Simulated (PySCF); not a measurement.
C4H3S, SMILES s1ccc[c]1, multiplicity 2.

Geometry: B3LYP-D3(BJ)/def2-SVP. The isomer is the one that the SMILES or the coordinates give; other isomers of the formula were not compared.

Computed with PySCF with SMD-M06-2X/6-31G*.

Solvation free energies are E(SMD) − E(gas) at the gas-phase geometry, for 1 M in both phases. In vacuum the dipole moment is 1.12 D.

Computed solvation free energies in water, tetrahydrofuran, benzene:
```json
[
 {"solvent": "water", "ΔG(solv) (kcal/mol)": "0.1", "its non-electrostatic (CDS) part": "3.5", "dipole (D)": "1.63"},
 {"solvent": "tetrahydrofuran", "ΔG(solv) (kcal/mol)": "-2.9", "its non-electrostatic (CDS) part": "-0.2", "dipole (D)": "1.53"},
 {"solvent": "benzene", "ΔG(solv) (kcal/mol)": "-2.9", "its non-electrostatic (CDS) part": "-1.5", "dipole (D)": "1.34"}
]
```
